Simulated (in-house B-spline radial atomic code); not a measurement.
# Binding energies in C

NIST's tabulated ground configuration is [He] 2s2 2p2; each binding energy is the energy of the ion with one electron taken from that subshell, relaxed, less that of the parent. Method: Dirac-Kohn-Sham B3LYP, spherical fractional occupations, Fermi nucleus of rms radius 2.4702 fm. Calculated with a radial B-spline atomic code at the basis-set limit. Energies include first-order Breit, QED and recoil terms.

Caution: exact exchange at fractional occupations of open shells leaves self-interaction of up to several eV.

```json
{"subshell": "1s", "X-ray name": "K", "binding energy (eV)": "309.1", "-ε (eV)": "281.7", "relaxation (eV)": "-27.5"}
{"subshell": "2s", "X-ray name": "L1", "binding energy (eV)": "20.63", "-ε (eV)": "15.43", "relaxation (eV)": "-5.20"}
{"subshell": "2p", "X-ray name": "L2,3", "binding energy (eV)": "10.49", "-ε (eV)": "5.19", "relaxation (eV)": "-5.30"}
```

Relaxation = -ε minus the binding energy without Breit, QED and recoil terms. With a density functional, K lines can miss by some tenths of a per cent, more in light atoms. For a density functional the relaxation so defined is negative, because -ε of a Kohn-Sham level is smaller than the binding energy.

Question: What does it cost to remove two 2p electrons?

Answer: 33.645 eV, which is 12.67 eV more than the two single binding energies together.

Question: What does it cost to remove both a 1s and a 2p electron?

Answer: 338.06 eV, which is 18.43 eV more than the two single binding energies together.

Question: What does it cost to remove both a 1s and a 2s electron?

Answer: 347.68 eV, which is 17.91 eV more than the two single binding energies together.
